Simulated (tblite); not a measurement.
Species: C₂H₁₂OSSi₃.
Cartesian coordinates in Å at the GFN2-xTB level; atoms count from 1:
```xyz
19
C2H12OSSi3 angstrom
C      1.969    1.079   -0.283
O      1.050    0.023   -0.143
C      1.432   -0.930    0.807
S      0.187   -2.236    0.840
Si    -0.587   -1.849   -1.158
Si    -1.659    0.201   -1.179
Si    -1.988    1.204    0.888
H      1.584    1.721   -1.072
H      2.960    0.702   -0.561
H      2.053    1.649    0.648
H      2.401   -1.377    0.544
H      1.501   -0.495    1.812
H     -1.420   -3.044   -1.290
H      0.567   -2.079   -2.031
H     -0.919    1.090   -2.094
H     -2.943    0.012   -1.884
H     -2.463    0.241    1.883
H     -0.766    1.807    1.431
H     -2.970    2.292    0.849
```

Computed with GFN2-xTB (tblite): harmonic, unscaled wavenumbers at the GFN2-xTB geometry, gas phase. The method is semi-empirical: single wavenumbers can be off by several per cent or more. Modes of hydrogen on silicon can be 10 to 20 % off. One conformer, not necessarily the lowest. The optimisation stopped once no atom felt more than 0.01 eV/Å.

Lowest wavenumbers of the output (negative numbers stand for imaginary wavenumbers):
```
mode    cm-1
  1     -46.3
  2      41.4
  3      55.2
  4      67.2
  5      80.4
  6     102.0
  7     136.8
  8     149.3
  9     213.4
 10     280.8
```

**Question.** Is this structure a minimum?

**Answer.** Not by this Hessian. 1 mode is imaginary beyond 20i (46i cm⁻¹), so at this level the point lies at or near a first-order saddle. The curvature is small, so loose convergence or finite differences may be the whole cause.

**Question.** Which atoms move in the imaginary mode?

**Answer.** 46i: H17 (Si–H hydrogen) 33 %, H18 (Si–H hydrogen) 29 %, H19 (Si–H hydrogen) 22 %. These are shares of the mass-weighted motion.

**Question.** What is the remedy?

**Answer.** Step along that mode in both directions, optimise again with tighter thresholds and repeat the frequencies. The zero-point energy of this point (79.5 kcal/mol) counts the 50 real modes alone, and thermal corrections from it aren't those of a minimum.
